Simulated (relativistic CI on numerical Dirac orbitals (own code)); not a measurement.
## Er³⁺: M4,5 absorption edge

Computed with this model: Dirac-Coulomb-Breit CI, KLI orbitals optimised for each configuration, model QED (radiative potential, 1s self-energy scaled to tabulated hydrogen-like ionisation energies), valence Slater integrals scaled by 0.7, multiplet model of core-to-valence dipole absorption; configurations [Xe] 4f11 → [Ar] 3d9 4s2 4p6 4d10 4f12 5s2 5p6; 10 K; Lorentzian 0.6 eV and Gaussian 0.4 eV FWHM. Energies are those of the free ion, without screening or charge transfer. The branching ratio is the share of the lower-energy edge in the whole absorption, uncertain by about 0.02 where the edges overlap. S is read from ⟨S²⟩ = S(S + 1).

free ion: ground-state S = 1.47, centroid 1409.89 eV, branching ratio 0.935. Peaks (eV, height): 1405.6 (57), 1407.7 (100), 1409.7 (18), 1448.1 (8).

The statistical ratio of this edge is 3/5 = 0.600. Values above it arise where the holes sit mainly in the j = l + 1/2 valence subshell or the ground state has high spin; values below it where core-valence Coulomb terms move weight to the upper edge, as in nearly empty shells.

Strongest unbroadened transitions for free ion:

```csv
Energy (eV),Relative strength
1404.79,4.8
1405.21,0.1
1405.58,54.6
1406.27,0.1
1406.96,3.3
1407.67,100.0
1408.62,2.2
1409.71,14.8
1411.07,1.5
1411.33,1.5
1447.97,5.5
1448.37,3.7
1449.15,3.3
1451.65,0.2
1452.08,0.2
```
